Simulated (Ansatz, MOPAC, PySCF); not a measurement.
Breaking a bond: SMILES [BeH2], singlet. The Be1–H3 bond (Be1 also carries H; H3 carries nothing else) is varied alone, starting from the PBE0/def2-TZVP optimised geometry. Each curve is given relative to its own lowest point near equilibrium.

```json
[
 {"R / Å": "0.99", "A": "148.7", "B": "77.2", "C": "97.6", "D": "156.8"},
 {"R / Å": "1.08", "A": "69.2", "B": "34.7", "C": "56.5", "D": "73.8"},
 {"R / Å": "1.13", "A": "40.9", "B": "19.3", "C": "39.1", "D": "44.2"},
 {"R / Å": "1.19", "A": "18.3", "B": "7.4", "C": "22.9", "D": "20.4"},
 {"R / Å": "1.27", "A": "2.9", "B": "0.4", "C": "8.4", "D": "3.9"},
 {"R / Å": "1.30", "A": "0.7", "B": "0.0", "C": "4.8", "D": "1.2"},
 {"R / Å": "1.34", "A": "0.0", "B": "1.2", "C": "1.6", "D": "0.0"},
 {"R / Å": "1.37", "A": "1.1", "B": "3.3", "C": "0.2", "D": "0.7"},
 {"R / Å": "1.43", "A": "6.5", "B": "10.4", "C": "0.0", "D": "5.4"},
 {"R / Å": "1.49", "A": "15.5", "B": "21.0", "C": "2.8", "D": "13.8"},
 {"R / Å": "1.55", "A": "27.3", "B": "35.0", "C": "8.2", "D": "25.0"},
 {"R / Å": "1.66", "A": "53.8", "B": "67.7", "C": "24.2", "D": "50.4"},
 {"R / Å": "1.80", "A": "92.9", "B": "118.3", "C": "53.3", "D": "88.3"},
 {"R / Å": "2.01", "A": "155.5", "B": "198.2", "C": "109.2", "D": "148.4"},
 {"R / Å": "2.19", "A": "208.2", "B": "262.8", "C": "163.7", "D": "197.9"},
 {"R / Å": "2.39", "A": "263.1", "B": "331.1", "C": "226.6", "D": "247.3"},
 {"R / Å": "2.68", "A": "333.3", "B": "422.5", "C": "315.5", "D": "304.7"},
 {"R / Å": "2.93", "A": "384.5", "B": "488.3", "C": "385.8", "D": "340.0"},
 {"R / Å": "3.26", "A": "439.6", "B": "554.9", "C": "466.6", "D": "368.4"},
 {"R / Å": "3.67", "A": "491.4", "B": "613.8", "C": "546.8", "D": "382.9"},
 {"R / Å": "4.05", "A": "526.5", "B": "653.1", "C": "603.5", "D": "386.5"},
 {"R / Å": "4.66", "A": "563.3", "B": "696.4", "C": "667.1", "D": "387.7"}
]
```

Energies in kJ/mol.

Task: Match the curves with the methods AM1, restricted, heats of formation (MOPAC); PM3, restricted, heats of formation run with MOPAC; PySCF with restricted B3LYP/6-31G*, spherical d; CCSD on UHF/cc-pVDZ, frozen core (Ansatz, a first-principles code).

Result: A is RKS-B3LYP/6-31G*; B is PM3; C is AM1; D is UCCSD.

The restricted form behind AM1, RKS-B3LYP/6-31G*, PM3 keeps the bonding electrons paired and can't separate into open-shell fragments. The unrestricted determinant behind UCCSD is spin-contaminated at 2.19 to 4.66 Å (<S²> up to 1.0, against 0.00 for a pure singlet).
